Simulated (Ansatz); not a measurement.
Ansatz (a quantum-chemistry and plane-wave program) input (HF/3-21G): The .json file is the Basis Set Exchange's 3-21G.

Ansatz 0.2 input:
```yaml
crystal:
  periodic: [false, false, false]
  atoms:
    - {symbol: Zn, position_ang: [-0.40433093, -0.66459044, -0.31748399]}
    - {symbol: S, position_ang: [0.65868295, 1.20420413, 0.51191438]}
    - {symbol: H, position_ang: [1.59100075, 0.67044724, 1.33388955]}
basis:
  gaussian:
    orbitals: 3-21G.json
hamiltonian:
  xc: {name: HF}
magnetization: {spin_polarized: true, initial_magnetization: 1}
phonons: {temperatures: {t_min: 298.15, t_max: 298.15, t_step: 100}}
```

Which harmonic wavenumbers does it give?

350, 553, 2631 cm⁻¹ (unscaled; negative means imaginary).
